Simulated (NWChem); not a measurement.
Molecule: ZnH2O2; SMILES [OH][Zn][OH]

```xyz
5

Zn     0.0000     0.0000    -0.2404
O     -1.7627     0.0000    -0.3710
H     -2.2332     0.0000     0.4678
O      1.7627     0.0000    -0.3710
H      2.2332     0.0000     0.4678
```
Atoms are numbered in this order, from 1.

This is a stationary point of PBE0/def2-SVP (NWChem), point group C2v. 

Task: Is it a minimum? If not, what does it relax to?

Result: No. It has an imaginary frequency of 163i cm⁻¹. Following that mode (on a finer grid) lowers the energy by 0.5 kcal/mol and ends, with real frequencies alone, at point group C2:
```xyz
5

Zn     0.0000     0.0000     0.0907
O     -1.7551     0.1913     0.0130
H     -2.2475    -0.4334     0.5544
O      1.7551    -0.1913     0.0130
H      2.2475     0.4334     0.5544
```
